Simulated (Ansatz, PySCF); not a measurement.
Reaction (SMILES): [NH][SiH](N)N -> [NH-][SiH](N)N (an electron is taken up)
Geometries: B3LYP-D3(BJ)/def2-TZVP minima from Ansatz (a quantum-chemistry and plane-wave program), one conformer each, not searched for the lowest.
Geometry of the first species:
```xyz
10

N     -1.2336     1.1137    -0.5133
Si     0.0195     0.1760     0.2815
N      1.3689     0.0572    -0.7683
N     -0.3944    -1.4291     0.6948
H     -0.9120     1.9685    -0.9743
H      0.1932     0.8802     1.5825
H      2.1083    -0.6027    -0.5879
H      1.6721     0.8176    -1.3530
H     -0.9359    -1.6109     1.5249
H     -0.5847    -2.1093    -0.0250
```
Charge 0, spin multiplicity 2.

Quantity: adiabatic electron affinity (0 K, with B3LYP-D3(BJ) harmonic zero-point energies from PySCF), positive where the reaction releases energy, in eV. Valence correlation only, unless marked. UHF or UKS for open shells. Spin-orbit coupling is left out. No relativistic terms. Anions need diffuse functions: aug- sets have them; def2-D sets add few; the other sets have none. Basis-set limits of correlation are two-point, X^-3; Hartree-Fock from the larger set.

```
level                                                program  adiabatic electron affinity (eV)
--------------------------------------------  --------------  --------------------------------
PBE0/STO-3G                                           Ansatz                             -3.60
PBE0-D4/def2-TZVP                             Ansatz + dftd4                                 …
HSE06-D3(BJ)/def2-TZVPD                       Ansatz + dftd3                                 …
LC-wPBE-D4/def2-TZVPD                         Ansatz + dftd4                                 …
B2PLYP-D3(BJ)/def2-TZVPD                      Ansatz + dftd3                              1.86
SCS-MP2/6-31G                                         Ansatz                              0.58
SCS-MP2/6-31G*                                        Ansatz                              0.91
SCS-MP2/aug-cc-pV(T+d)Z                               Ansatz                              2.03
SCS-MP2/aug-cc-pV(Q+d)Z                               Ansatz                              2.08
CCSD(T)/CBS(aug-cc-pV(T+d)Z,aug-cc-pV(Q+d)Z)          Ansatz                              2.00
```

Q: What belongs in the gaps?

A: 
- PBE0-D4/def2-TZVP, adiabatic electron affinity (eV): 1.62
- HSE06-D3(BJ)/def2-TZVPD, adiabatic electron affinity (eV): 1.74
- LC-wPBE-D4/def2-TZVPD, adiabatic electron affinity (eV): 1.79
